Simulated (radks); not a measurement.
The numbers below are computed, except where a source is named.
Question: Coherent X-ray form factor from a spherical all-electron density. Level of theory: Dirac Kohn-Sham, BLYP, spin-unpolarised, spherical densities, point nucleus (a radial shooting solver on a logarithmic mesh with Libxc functionals).

sin(theta)/lambda (1/angstrom),f0 (electrons)
0.05,15.717
0.1,14.933
0.15,13.816
0.2,12.564
0.25,11.348
0.3,10.273
0.4,8.659
0.5,7.617
0.6,6.869
0.8,5.610
1,4.441
1.25,3.245
1.5,2.429
2,1.618

The species is in the configuration that NIST lists as its ground one. Which atom or ion scatters so?

Answer: The argon ion Ar2+, [Ne] 3s2 3p4. Extrapolating in s^2 from the first two rows gives f0(0) = 16.0, near the electron count 16; among species with that count, the fall with angle is slower the higher Z, and the table is that of Z = 18; from so few rows the species is fixed only to a neighbour or two.
